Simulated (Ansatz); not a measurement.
`C[CH2][Al]([F])[Br]` + H₂ → `C[CH2][AlH][Br]` + H–F at 298.15 K and 1 bar (hydrogenolysis of the Al–F bond).

Calculated with Ansatz (gas phase, PBE0-D4/def2-TZVP geometries, no zero-point term in ΔE). CBS: MP2 limit from def2 TZ/QZ plus the TZ coupled-cluster correction, frozen cores. This one scheme is used for every species. For Br outer-core shells are correlated without core-valence functions, which leaves a few kJ/mol of doubt a bond. Scalar relativity is left out up to krypton. One conformer a species, not always the lowest.

```csv
species,CCSD(T)/CBS energy (Eh),H − E (kJ/mol),S (J/(mol·K))
`C[CH2][Al]([F])[Br]`,-2994.40172,202.1,375.9
H₂,-1.17544,35.1,130.4
`C[CH2][AlH][Br]`,-2895.11728,210.1,353.4
H–F,-100.39570,33.5,173.6
```

H − E and S are ideal-gas, rigid-rotor, harmonic terms from PBE0-D4/def2-TZVP, for one conformer and one mirror image of each species. The MP2-based limit puts H₂ 0.8 mEh under its directly extrapolated value; such offsets cancel only in part. 1 Eh = 2625.50 kJ/mol, R = 8.31446 J/(mol·K).

Q: By hand: ΔE, ΔH, ΔS and ΔG.

A: ΔE = (-2895.11728) + (-100.39570) − (-2994.40172) − (-1.17544) = 0.06418 Eh = 168.5 kJ/mol. Δ(H − E) = 210.1 + 33.5 − 202.1 − 35.1 = 6.4, so ΔH = 174.9 kJ/mol. ΔS = 353.4 + 173.6 − 375.9 − 130.4 = 20.7 J/(mol·K). ΔG = 174.9 − 298.15 × (20.7)/1000 = 168.7 kJ/mol.

Q: By hand: the equilibrium constant, and the temperature at which ΔG would vanish if ΔH and ΔS stayed fixed.

A: log₁₀ K = −ΔG/(RT ln 10) = -29.6. ΔG = 0 at ΔH/ΔS = 8449 K, far beyond where these terms or the molecules hold.

ΔH outweighs TΔS. A doubt of 5 kJ/mol in ΔE shifts log₁₀ K by 0.9 here. Other conformers and mirror images would add mixing entropy, several J/(mol·K) or more a flexible species. Modes under 60 cm⁻¹, often nearly free rotors, make the harmonic entropy too high. These are equilibria of isolated gas molecules and say nothing of rates. Largest T1 diagnostic: 0.009 (customary marks: 0.02 for closed shells, 0.045 for open ones).
